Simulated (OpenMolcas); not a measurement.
# Computed transition rates of W3+

```json
{
 "Program": "OpenMolcas 26.06",
 "Method": "MS-CASPT2, IPEA 0.25 Eh, imaginary shift 0.1 Eh (closed shells correlated: 5s 5p)",
 "Basis": "ANO-RCC-VTZP [8s7p5d3f2g1h]",
 "Scalar Hamiltonian": "DKH2, point nucleus",
 "Active space": "3 electrons in 5 orbitals (5d)",
 "State averaging": "2S+1 = 4 even, 10 roots; 2S+1 = 2 even, 40 roots kept (CI in the orbitals of an earlier block)",
 "Spin-orbit coupling": "RASSI with atomic mean-field integrals over the reference wave functions, term energies averaged over their components"
}
```

Rates come from the transition moments of the reference wave functions (E1 and E2 in the length form). At fixed line strength A goes as λ^-3 for E1 and M1 and as λ^-5 for E2, so a rate at the computed wavelength can be rescaled to the measured one. Measured vacuum wavelengths follow from level energies in the list in J. Phys. B 45, 035001 (2012). Branching counts decays inside the model space alone, at computed energies, and the table is only a selection of the E2 and M1 lines, drawn from those between levels with measured partners whose computed energy lies within a factor of 1.5 of the measured one.

```json
{"Upper": "5d³ ²D_5/2(2)", "Lower": "5d³ ⁴P_5/2", "Type": "M1", "λ computed (nm)": "348.6", "λ measured (nm)": "383.2", "A computed (s-1)": "1.24e+01", "A rescaled (s-1)": "", "Branching %": "22.2"}
{"Upper": "5d³ ²D_5/2(2)", "Lower": "5d³ ²F_5/2", "Type": "M1", "λ computed (nm)": "629.1", "λ measured (nm)": "651.5", "A computed (s-1)": "8.95e+00", "A rescaled (s-1)": "", "Branching %": "16.0"}
{"Upper": "5d³ ²D_5/2(1)", "Lower": "5d³ ⁴F_7/2", "Type": "M1", "λ computed (nm)": "563", "λ measured (nm)": "624.2", "A computed (s-1)": "8.87e+00", "A rescaled (s-1)": "", "Branching %": "65.8"}
{"Upper": "5d³ ²P_1/2 [59 %]", "Lower": "5d³ ⁴P_1/2 [59 %]", "Type": "M1", "λ computed (nm)": "1398", "λ measured (nm)": "1517", "A computed (s-1)": "7.21e+00", "A rescaled (s-1)": "", "Branching %": "90.4"}
{"Upper": "5d³ ²G_7/2", "Lower": "5d³ ⁴F_5/2", "Type": "M1", "λ computed (nm)": "798.3", "λ measured (nm)": "853", "A computed (s-1)": "6.41e+00", "A rescaled (s-1)": "", "Branching %": "69.8"}
{"Upper": "5d³ ²D_5/2(2)", "Lower": "5d³ ²F_7/2", "Type": "M1", "λ computed (nm)": "629.6", "λ measured (nm)": "672.3", "A computed (s-1)": "4.98e+00", "A rescaled (s-1)": "", "Branching %": "8.9"}
{"Upper": "5d³ ²F_7/2", "Lower": "5d³ ⁴F_9/2 [74 %]", "Type": "M1", "λ computed (nm)": "469.5", "λ measured (nm)": "522", "A computed (s-1)": "3.44e+00", "A rescaled (s-1)": "", "Branching %": "42.7"}
{"Upper": "5d³ ²D_5/2(2)", "Lower": "5d³ ⁴F_9/2 [74 %]", "Type": "E2", "λ computed (nm)": "268.9", "λ measured (nm)": "293.9", "A computed (s-1)": "2.83e+00", "A rescaled (s-1)": "", "Branching %": "5.1"}
{"Upper": "5d³ ²G_7/2", "Lower": "5d³ ⁴F_7/2", "Type": "M1", "λ computed (nm)": "1085", "λ measured (nm)": "1174", "A computed (s-1)": "2.74e+00", "A rescaled (s-1)": "", "Branching %": "29.8"}
{"Upper": "5d³ ²F_7/2", "Lower": "5d³ ²G_7/2", "Type": "M1", "λ computed (nm)": "679.7", "λ measured (nm)": "760.4", "A computed (s-1)": "2.49e+00", "A rescaled (s-1)": "", "Branching %": "30.8"}
{"Upper": "5d³ ²D_5/2(2)", "Lower": "5d³ ⁴F_7/2", "Type": "M1", "λ computed (nm)": "251.2", "λ measured (nm)": "273.7", "A computed (s-1)": "2.48e+00", "A rescaled (s-1)": "", "Branching %": "4.4"}
{"Upper": "5d³ ²F_5/2", "Lower": "5d³ ⁴F_3/2", "Type": "M1", "λ computed (nm)": "323.9", "λ measured (nm)": "357.9", "A computed (s-1)": "2.29e+00", "A rescaled (s-1)": "", "Branching %": "32.4"}
{"Upper": "5d³ ⁴F_5/2", "Lower": "5d³ ⁴F_3/2", "Type": "M1", "λ computed (nm)": "2739", "λ measured (nm)": "2827", "A computed (s-1)": "1.90e+00", "A rescaled (s-1)": "1.73e+00", "Branching %": "100.0"}
{"Upper": "5d³ ²D_5/2(1)", "Lower": "5d³ ⁴F_5/2", "Type": "M1", "λ computed (nm)": "474.5", "λ measured (nm)": "520.1", "A computed (s-1)": "1.57e+00", "A rescaled (s-1)": "", "Branching %": "11.6"}
{"Upper": "5d³ ²F_5/2", "Lower": "5d³ ²G_7/2", "Type": "M1", "λ computed (nm)": "680.3", "λ measured (nm)": "788.8", "A computed (s-1)": "1.45e+00", "A rescaled (s-1)": "", "Branching %": "20.6"}
{"Upper": "5d³ ⁴F_7/2", "Lower": "5d³ ⁴F_5/2", "Type": "M1", "λ computed (nm)": "3020", "λ measured (nm)": "3118", "A computed (s-1)": "1.40e+00", "A rescaled (s-1)": "1.27e+00", "Branching %": "100.0"}
{"Upper": "5d³ ²F_5/2", "Lower": "5d³ ⁴P_5/2", "Type": "M1", "λ computed (nm)": "781.6", "λ measured (nm)": "930.4", "A computed (s-1)": "1.33e+00", "A rescaled (s-1)": "", "Branching %": "18.9"}
{"Upper": "5d³ ²H_11/2", "Lower": "5d³ ⁴F_9/2 [74 %]", "Type": "M1", "λ computed (nm)": "711.6", "λ measured (nm)": "771.2", "A computed (s-1)": "1.31e+00", "A rescaled (s-1)": "", "Branching %": "43.2"}
{"Upper": "5d³ ²F_7/2", "Lower": "5d³ ⁴F_5/2", "Type": "M1", "λ computed (nm)": "367.1", "λ measured (nm)": "402", "A computed (s-1)": "1.07e+00", "A rescaled (s-1)": "", "Branching %": "13.3"}
{"Upper": "5d³ ²D_5/2(1)", "Lower": "5d³ ⁴P_5/2", "Type": "M1", "λ computed (nm)": "1505", "λ measured (nm)": "1793", "A computed (s-1)": "7.54e-01", "A rescaled (s-1)": "", "Branching %": "5.6"}
{"Upper": "5d³ ⁴P_1/2 [59 %]", "Lower": "5d³ ⁴F_3/2", "Type": "M1", "λ computed (nm)": "802.9", "λ measured (nm)": "849.4", "A computed (s-1)": "7.29e-01", "A rescaled (s-1)": "", "Branching %": "77.5"}
{"Upper": "5d³ ⁴P_5/2", "Lower": "5d³ ⁴F_7/2", "Type": "M1", "λ computed (nm)": "899.2", "λ measured (nm)": "957.4", "A computed (s-1)": "4.72e-01", "A rescaled (s-1)": "", "Branching %": "10.9"}
{"Upper": "5d³ ⁴P_5/2", "Lower": "5d³ ⁴F_5/2", "Type": "M1", "λ computed (nm)": "692.9", "λ measured (nm)": "732.5", "A computed (s-1)": "4.34e-01", "A rescaled (s-1)": "", "Branching %": "10.0"}
{"Upper": "5d³ ⁴F_9/2 [74 %]", "Lower": "5d³ ⁴F_7/2", "Type": "M1", "λ computed (nm)": "3804", "λ measured (nm)": "3981", "A computed (s-1)": "4.07e-01", "A rescaled (s-1)": "3.55e-01", "Branching %": "100.0"}
{"Upper": "5d³ ⁴P_1/2 [59 %]", "Lower": "5d³ ⁴F_3/2", "Type": "E2", "λ computed (nm)": "802.9", "λ measured (nm)": "849.4", "A computed (s-1)": "7.92e-02", "A rescaled (s-1)": "5.98e-02", "Branching %": "8.4"}
```

Spin-changing lines and M1 lines between different terms are not rescaled, since their strength hangs on the term gaps too.

The largest correction is for 5d³ ⁴P_1/2 [59 %] → 5d³ ⁴F_3/2 (E2): 7.92e-02 × (802.9 / 849.4)^5 = 5.98e-02 s-1, a factor of 0.75.

The computed rate and branching of 5d³ ⁴F_5/2 → 5d³ ⁴F_3/2 give the upper level a radiative lifetime of 1.000 / 1.90e+00 s-1 = 5.26e-01 s, counting decays inside the model space alone. The rescaled rate gives about 5.8e-01 s.

These are rates of the free ion; in crystals, glasses and complexes forced electric-dipole and non-radiative decay shorten such lifetimes by orders of magnitude. No measured rate stands beside these. Rescaling mends the energy factor alone: line strengths can still be far off where a level mixes with configurations outside the active space, and weak or spin-changing lines hang on small mixing coefficients that depend on the term gaps too, so rescaling need not improve them.

Term energies are means over components that CASPT2 splits; among the terms shown or strongly mixed into the levels shown the widest spread is 890 cm-1 (5d³ ²P). Terms from blocks run as CI alone lack orbitals of their own. The CASPT2 spread within a term exceeds the gap to the next term for 5d³ ²G and 5d³ ²P, 5d³ ²D(1) and 5d³ ²H, so the order of their levels is uncertain. Measured partners are found by configuration, term and J. A level has none where our copy of the source lacks it or the pairing is in doubt (some pairs that miss far off the trend of their configuration count as doubtful). Levels of configurations outside the active space are missing.

A share in square brackets marks a mixed level and gives the weight of the term that names it. A number in round brackets counts repeated terms of one configuration in the order of the reference energies.
